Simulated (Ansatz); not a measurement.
Geometry optimisation, RKS PBE/def2-SVP in Ansatz.

Input file:

```yaml
crystal:
  periodic: [false, false, false]
  atoms:
    - { symbol: O, position_ang: [-0.3767, -1.2243, 0.9184] }
    - { symbol: C, position_ang: [-0.0703, -0.3704, 0.0129] }
    - { symbol: O, position_ang: [1.2503, -0.1131, -0.2172] }
    - { symbol: Se, position_ang: [-1.3118, 0.5344, -1.054] }
    - { symbol: H, position_ang: [1.9957, -0.5845, 0.3332] }
    - { symbol: H, position_ang: [-1.445, 1.6938, -0.0395] }
basis:
  gaussian: { orbitals: def2-SVP }
hamiltonian:
  xc: pbe
relax:
  f_tol: 0.015
  max_steps: 40
```

Command:

```bash
$ ansatz run input.yaml --threads 1 --pin off --max-ram 2048MiB --backend cpu --events-out ev --progress --plain --runs-dir out
```

Question: Where does it end, and by what steps?

Answer: The forces met the threshold. After 12 steps the energy has fallen by 0.987 eV; H6 moved furthest, 0.93 Å.

```csv
step,energy less start (eV),largest force component (eV/Å),accepted
0,0.0000,5.378,yes
1,-0.5021,2.819,yes
2,-0.5621,1.335,yes
3,-0.6504,0.699,yes
4,-0.7060,0.772,yes
5,-0.7619,1.007,yes
6,-0.8965,0.445,yes
7,-0.9725,0.179,yes
8,-0.9772,0.210,yes
9,-0.9771,0.411,no
10,-0.9870,0.049,yes
11,-0.9870,0.035,yes
12,-0.9874,0.003,yes
```

```xyz
6
Properties=species:S:1:pos:R:3
O -0.279 -0.674 1.155
C 0.113 -0.158 0.137
O 1.334 -0.338 -0.416
Se -0.879 1.072 -1.001
H 1.808 -0.961 0.180
H -2.056 0.995 -0.102
```

Whether the end is a true minimum wasn't checked by a vibrational analysis.

Run time: 29 s on 1 thread of Arm Neoverse V2 (shared host), peak memory 0.12 GiB.
